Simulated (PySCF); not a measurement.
A search over the determinants of CaS⁺

Unrestricted PBE0; basis Ca aug-pcseg-1, S aug-pcseg-1; no relativity; PySCF 2.14. Outer shells of the fragments: Ca+ 4s1; S 3s2 3p4.

Followed along the bond (rough minima from three points):

```csv
2Ms+1,unpaired,⟨S²⟩ at the start,R at minimum (Å),Te (eV)
2,π ↑,0.76,2.47,0.00
2,σ ↑,0.75,2.34,0.65
4,"σ ↑, π ↑↑",3.75,none in the scan,≤ 2.32
```

Solutions found at the starting distance of 2.675 Å, counted from the lowest of them; the search is not exhaustive and high or unbound solutions are not listed, so other states can lie among these:

```json
{"2Ms+1": "2", "unpaired": "π ↑", "term": "²Π", "E (eV)": "0.00", "⟨S²⟩": "0.76", "⟨Lz²⟩": "1.01", "μ (D)": "-10.94"}
{"2Ms+1": "2", "unpaired": "σ ↑", "term": "²Σ⁺", "E (eV)": "0.91", "⟨S²⟩": "0.75", "⟨Lz²⟩": "0.00", "μ (D)": "-11.11"}
{"2Ms+1": "4", "unpaired": "σ ↑, π ↑↑", "term": "⁴Σ⁻", "E (eV)": "2.30", "⟨S²⟩": "3.75", "⟨Lz²⟩": "0.00", "μ (D)": "-2.44"}
{"2Ms+1": "2", "unpaired": "σ ↓, π ↑↑", "term": "mixed", "E (eV)": "2.33", "⟨S²⟩": "1.75", "⟨Lz²⟩": "0.00", "μ (D)": "-2.37"}
{"2Ms+1": "2", "unpaired": "σ ↑, π ↑↓", "term": "mixed", "E (eV)": "2.75", "⟨S²⟩": "1.76", "⟨Lz²⟩": "2.02", "μ (D)": "-2.40"}
{"2Ms+1": "4", "unpaired": "σ ↑↑, π ↑", "term": "⁴Π", "E (eV)": "3.01", "⟨S²⟩": "3.75", "⟨Lz²⟩": "1.02", "μ (D)": "-2.74"}
{"2Ms+1": "4", "unpaired": "π ↑↑, δ ↑", "term": "⁴Δ", "E (eV)": "3.62", "⟨S²⟩": "3.75", "⟨Lz²⟩": "4.00", "μ (D)": "-3.82"}
{"2Ms+1": "2", "unpaired": "π ↑↑, δ ↓", "term": "mixed", "E (eV)": "3.64", "⟨S²⟩": "1.75", "⟨Lz²⟩": "4.00", "μ (D)": "-3.75"}
{"2Ms+1": "4", "unpaired": "π ↑↑↑", "term": "⁴Π", "E (eV)": "3.67", "⟨S²⟩": "3.75", "⟨Lz²⟩": "1.00", "μ (D)": "-3.51"}
{"2Ms+1": "2", "unpaired": "σ ↑", "term": "mixed", "E (eV)": "4.17", "⟨S²⟩": "0.75", "⟨Lz²⟩": "2.03", "μ (D)": "-2.37"}
{"2Ms+1": "4", "unpaired": "σ ↑, π ↑, δ ↑", "term": "mixed", "E (eV)": "4.19", "⟨S²⟩": "3.75", "⟨Lz²⟩": "4.98", "μ (D)": "-3.92"}
```

A term symbol is given only where ⟨S²⟩ and ⟨Lz²⟩ are close to those of a pure state; real π, δ and φ orbitals otherwise mix terms. A positive dipole points towards S; it is taken about the centre of mass and depends on that origin.

Problem. Compare the gap between the two lowest followed solutions at the starting distance with the gap between their minima.

Solution. At PBE0 the second solution (doublet, unpaired electrons σ ↑) lies +0.91 eV from the first (doublet, unpaired electrons π ↑) at 2.675 Å and +0.65 eV at the minima; the two curves relax by different amounts, since their minima lie near 2.34 and 2.47 Å.

Counting both spins, an empty level lies below a filled one in some of these solutions, because spin and occupation are held.
